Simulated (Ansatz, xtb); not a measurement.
# Relaxing a trial structure of FGaH3Si−

The starting geometry of this gas-phase singlet has its atoms placed at random.

```csv
atom,x (Å),y (Å),z (Å)
F,-0.8598,-0.1999,0.1733
Ga,-0.7746,0.7347,-1.6676
Si,-0.2270,-2.0653,-0.3010
H,0.9277,-0.2089,-1.3129
H,0.6508,-0.9714,0.9876
H,-1.0126,-0.6772,-1.3116
```

Question: One run relaxed it with r2SCAN-D4/def2-SVPD. What is a likely outcome?

Answer: It ends as a structure given below by its coordinates. Distances that change by over a tenth: F1–Ga2 (2.07 → 2.31 Å), Ga2–H6 (1.48 → 1.69 Å). Contacts that close: F1–Si3 (2.03 → 1.77 Å), Si3–H4 (2.41 → 1.60 Å), Si3–H5 (1.90 → 1.55 Å).

The energy falls by 4.59 eV over 12 steps:

| step | E − E(last) (eV) |
| --- | --- |
| 1 | 4.587 |
| 2 | 2.426 |
| 3 | 1.173 |
| 5 | 0.446 |
| 6 | 0.258 |
| 7 | 0.130 |
| 8 | 0.050 |
| 10 | 0.001 |
| 11 | 0.000 |
| 12 | 0.000 |

Final geometry (Å):

| atom | x (Å) | y (Å) | z (Å) |
| --- | --- | --- | --- |
| F | -1.1752 | -0.4419 | 0.3925 |
| Ga | -0.5472 | 0.7007 | -1.5168 |
| Si | 0.1503 | -1.6057 | 0.2142 |
| H | 0.6005 | -0.8863 | -1.1462 |
| H | 1.1812 | -0.7684 | 1.0129 |
| H | -1.5051 | -0.3864 | -2.3888 |

From the same start GFN2-xTB ends elsewhere, differing in F1–Ga2 (1.87 against 2.31 Å here), F1–Si3 (3.49 against 1.77 Å here), Ga2–Si3 (2.38 against 2.97 Å here).

From so rough a start the end depends on the optimiser's path, so another program may land elsewhere. The end wasn't checked by frequencies. Run with Ansatz 0.2.0, 15 s on 2 threads of Intel(R) Xeon(R) 6975P-C (Granite Rapids), on a shared host.
